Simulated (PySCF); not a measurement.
Computed IR spectrum (relative IR intensity) of a molecule C2H4F2Si2. The structure is a stationary point at PBE-D3(BJ)/def2-SVP. Other conformers were not sampled. Method: PySCF with PBE-D3(BJ)/def2-SVP. Frequencies are harmonic and unscaled.

Lines under 2 % of the strongest are left out, and lines within 2 cm⁻¹ are merged.

ν (cm⁻¹): 319 (m), 351 (w), 476 (w), 635 (m), 688 (w), 710 (vw), 722 (w), 743 (vs), 786 (w), 822 (m), 863 (vs), 885 (s), 912 (m), 2082 (m), 2154 (m), 2168 (m), 2171 (s), 3388 (m) (against the strongest line: vs over 80 %, s over 45 %, m over 15 %, w over 4 %, vw less)

Problem. Which structure fits?
A. FC1=C[Si@@H](F)[SiH2]1
B. C#C[Si@H](F)[SiH2]F
C. F[SiH2]C#C[SiH2]F
D. C#C[SiH2][SiH](F)F

Solution. B, C#C[Si@H](F)[SiH2]F
